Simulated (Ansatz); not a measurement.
# A ladder of methods for Si2H3F3 (SMILES F[Si](F)(F)[SiH3])

Si2H3F3: 8 atoms, total charge 0, spin state singlet. SMILES: `F[Si](F)(F)[SiH3]`. The shape was relaxed beforehand at r2SCAN/def2-SVP.

```xyz
8

F     1.3219   -1.0568    1.5289
Si    0.5324   -0.9868    0.1280
F    -0.5000   -2.2216    0.1070
F     1.6121   -1.2559   -1.0351
Si   -0.5501    1.0493   -0.1525
H    -1.5308    1.2303    0.9564
H     0.4641    2.1422   -0.1228
H    -1.2573    1.0423   -1.4655
```

Each level gives the dissociation energy of the H6–Si5 bond into doublet H and doublet Si2H2F3 (shapes relaxed at r2SCAN/def2-SVP, no zero-point term) (eV). The values are calculated.

| level | kind | program | value (eV) | CPU time (all runs) |
| --- | --- | --- | --- | --- |
| HF/def2-SVP | Hartree–Fock | Ansatz | 3.18 | 1.8 s |
| PBE/def2-SVP | GGA | Ansatz | 3.83 | 4.7 s |
| r2SCAN/def2-SVP | meta-GGA | Ansatz | 3.85 | 11 s |
| B3LYP/def2-SVP | global hybrid | Ansatz | 3.99 | 6.1 s |
| wB97M-V/def2-SVP | range-separated hybrid | Ansatz | 4.09 | 28 s |

The values span 3.18 to 4.09 eV. Hartree–Fock misses the correlation of the electron pair that is broken and comes out low. Measured bond enthalpies also hold zero-point and thermal terms, a few tenths of an eV less. CPU times are rough (shared hosts, several kinds of processor): they show what a rung costs within a factor of a few.
